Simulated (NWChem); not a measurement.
System: SnNH₂Cl, singlet; SMILES [Cl][Sn][NH2]

Here is an NWChem input.

```
start job
memory heap 200 mb stack 900 mb global 1100 mb
geometry units angstroms noautoz
  Sn    -0.363850    -0.485527     0.000000
  Cl     0.247479     1.844801     0.000000
  N      1.564789    -1.093707     0.000000
  H      1.875593    -2.060474     0.000000
  H      2.346364    -0.443360     0.000000
end
basis spherical
  * library def2-svpd
end
ecp
  Sn library def2-ecp
end
dft
  xc b3lyp
  iterations 150
end
tddft
  cis
  nroots 6
  notriplet
end
task tddft energy
```

Excerpt of the output:

```
             Northwest Computational Chemistry Package (NWChem) 7.3.0
             --------------------------------------------------------

 CS  symmetry detected

                             Geometry "geometry" -> ""
                             -------------------------

 Output coordinates in angstroms (scale by  1.889725989 to convert to a.u.)

  No.       Tag          Charge          X              Y              Z
 ---- ---------------- ---------- -------------- -------------- --------------
    1 Sn                  50.0000    -0.34802770    -0.47010002     0.00000000
    2 Cl                  17.0000     0.10171979     1.89672886     0.00000000
    3 N                    7.0000     1.61784533    -0.94430937     0.00000000
    4 H                    1.0000     1.99434930    -1.88743308     0.00000000
    5 H                    1.0000     2.35288197    -0.24179115     0.00000000

 Effective nuclear repulsion energy (a.u.)     329.8986180834

      Symmetry information
      --------------------

 Group name             Cs
 Group number              2
 Group order               2
 No. of unique centers     5

                                 NWChem DFT Module
                                 -----------------

 Summary of "ao basis" -> "ao basis" (spherical)
 ------------------------------------------------------------------------------
       Tag                 Description            Shells   Functions and Types
 ---------------- ------------------------------  ------  ---------------------
 Sn                        def2-svpd                12       32   5s4p3d
 Cl                        def2-svpd                11       27   5s4p2d
 N                         def2-svpd                 8       20   4s2p2d
 H                         def2-svpd                 4        8   2s2p

      Symmetry analysis of basis
      --------------------------

        a'         67
        a"         28

            General Information
            -------------------
          SCF calculation type: DFT
          Wavefunction type:  closed shell.
          No. of atoms     :     5
          No. of electrons :    48
           Alpha electrons :    24
            Beta electrons :    24
          Charge           :     0
          Spin multiplicity:     1
          Use of symmetry is: off; symmetry adaption is: on
          Maximum number of iterations: 150
          AO basis - number of functions:    95
                     number of shells:    39
          Convergence on energy requested:  1.00D-06
          Convergence on density requested:  1.00D-05
          Convergence on gradient requested:  5.00D-04

              XC Information
              --------------
                         B3LYP Method XC Potential
                     Hartree-Fock (Exact) Exchange  0.200
                        Slater Exchange Functional  0.800 local
                    Becke 1988 Exchange Functional  0.720 non-local
              Lee-Yang-Parr Correlation Functional  0.810
                  VWN I RPA Correlation Functional  0.190 local

             Grid Information
             ----------------
          Grid used for XC integration:  medium
          Radial quadrature: Mura-Knowles
          Angular quadrature: Lebedev.
          Tag              B.-S. Rad. Rad. Pts. Rad. Cut. Ang. Pts.
          ---              ---------- --------- --------- ---------
          Sn                  1.45      123          11.0       590
          Cl                  1.00       88          12.0       590
          N                   0.65       49          12.0       434
          H                   0.35       45          13.0       434
          Grid pruning is: on
          Number of quadrature shells:   350
          Spatial weights used:  Erf1

      Superposition of Atomic Density Guess
      -------------------------------------

 Sum of atomic energies:        -763.66539234

      Non-variational initial energy
      ------------------------------

 Total energy =    -728.372911
 1-e energy   =   -1410.554006
 2-e energy   =     519.002984
 HOMO         =      -0.290693
 LUMO         =      -0.039013

      Symmetry analysis of molecular orbitals - initial
      -------------------------------------------------

  Numbering of irreducible representations:

     1 a'          2 a"

  Orbital symmetries:

     1 a'          2 a'          3 a'          4 a'          5 a'
     6 a"          7 a'          8 a'          9 a'         10 a"
    11 a'         12 a'         13 a'         14 a"         15 a"
    16 a'         17 a'         18 a'         19 a'         20 a'
    21 a"         22 a'         23 a"         24 a'         25 a"
    26 a'         27 a'         28 a'         29 a'         30 a'
    31 a'         32 a"         33 a'         34 a"

[...]

                                NWChem TDDFT Module
                                -------------------

            General Information
            -------------------
           No. of orbitals :     190
            Alpha orbitals :      95
             Beta orbitals :      95
        Alpha frozen cores :       0
         Beta frozen cores :       0
     Alpha frozen virtuals :       0
      Beta frozen virtuals :       0
         Spin multiplicity :       1
    Number of AO functions :      95
        Use of symmetry is : off
      Symmetry adaption is : on
         Schwarz screening :  0.10D-07

              XC Information
              --------------
                  B3LYP Method XC Potential
              Hartree-Fock (Exact) Exchange   0.20
                 Slater Exchange Functional   0.80 local
             Becke 1988 Exchange Functional   0.72 non-local
       Lee-Yang-Parr Correlation Functional   0.81
           VWN I RPA Correlation Functional   0.19 local

             TDDFT Information
             -----------------
          Calculation type : Tamm-Dancoff TDDFT
         Wavefunction type : Restricted singlets
          No. of electrons :      48
           Alpha electrons :      24
            Beta electrons :      24
              No. of roots :       6
          Max subspacesize :    5200
            Max iterations :     100
               Target root :       1
           Target symmetry : none
      Symmetry restriction : off
                 Algorithm : Optimal
        Davidson threshold :  0.10D-03

    6 smallest eigenvalue differences (eV)
--------------------------------------------------------
  No. Spin  Occ  Vir  Irrep   E(Occ)    E(Vir)   E(Diff)
--------------------------------------------------------
    1    1   24   25 a'       -0.274    -0.090     5.006
    2    1   23   25 a"       -0.274    -0.090     5.022
    3    1   22   25 a"       -0.306    -0.090     5.889
    4    1   21   25 a'       -0.312    -0.090     6.055
    5    1   24   26 a"       -0.274    -0.036     6.474
    6    1   23   26 a'       -0.274    -0.036     6.490
--------------------------------------------------------

  Entering Davidson iterations
  Restricted singlet excited states

  Iter   NTrls   NConv    DeltaV     DeltaE      Time
  ----  ------  ------  ---------  ---------  ---------
    1      6       0     0.17E+00   0.10+100       24.3
    2     12       0     0.23E-01   0.34E-01       23.8
    3     18       0     0.76E-02   0.86E-03       24.6
    4     24       0     0.21E-02   0.12E-03       24.2
    5     30       3     0.58E-03   0.14E-04       23.6
    6     33       5     0.11E-03   0.36E-06       21.1
    7     34       6     0.44E-04   0.20E-07       16.5
  ----  ------  ------  ---------  ---------  ---------
  Convergence criterion met

  Ground state a'       -730.445380145433 a.u.

  ----------------------------------------------------------------------------
  Root   1 singlet a"             0.161244041 a.u.                4.3877 eV
  ----------------------------------------------------------------------------
     Transition Moments    X  0.00000   Y -0.00000   Z  0.62973
     Dipole Oscillator Strength                    0.0426281315
     Electric Quadrupole                           0.0000001296
     Magnetic Dipole                               0.0000017163
     Total Oscillator Strength                     0.0426299773

     Occ.   18  a'  ---  Virt.   25  a"       0.07100
     Occ.   19  a'  ---  Virt.   25  a"       0.05479
     Occ.   20  a'  ---  Virt.   25  a"       0.05035
     Occ.   22  a'  ---  Virt.   25  a"      -0.32172
     Occ.   23  a'  ---  Virt.   25  a"      -0.93652
  ----------------------------------------------------------------------------
  Root   2 singlet a'             0.173605024 a.u.                4.7240 eV
  ----------------------------------------------------------------------------
     Transition Moments    X -0.57490   Y  0.33066   Z  0.00000
     Dipole Oscillator Strength                    0.0509055525
     Electric Quadrupole                           0.0000002621
     Magnetic Dipole                               0.0000000014
     Total Oscillator Strength                     0.0509058161

     Occ.   20  a'  ---  Virt.   27  a'      -0.06548
     Occ.   20  a'  ---  Virt.   28  a'       0.05460
     Occ.   21  a"  ---  Virt.   25  a"       0.28002
     Occ.   23  a'  ---  Virt.   26  a'      -0.19663
     Occ.   23  a'  ---  Virt.   27  a'      -0.12829
     Occ.   24  a"  ---  Virt.   25  a"       0.91141
     Occ.   24  a"  ---  Virt.   33  a"       0.05123
  ----------------------------------------------------------------------------
  Root   3 singlet a"             0.183342761 a.u.                4.9890 eV
  ----------------------------------------------------------------------------
     Transition Moments    X -0.00000   Y  0.00000   Z -0.50591
     Dipole Oscillator Strength                    0.0312839657
     Electric Quadrupole                           0.0000001386
     Magnetic Dipole                               0.0000011840
     Total Oscillator Strength                     0.0312852883

[...]
```

Level: B3LYP/def2-SVPD with def2 effective core potentials on Sn, TDA. Low-valent species are run as closed-shell singlets; no triplet was tried in these runs. The geometry was optimised at PBE0/def2-SVP. Not confirmed as a minimum by frequencies. B3LYP is NWChem's, with the RPA form of VWN correlation. def2 effective core potentials on Sn; no spin-orbit coupling.
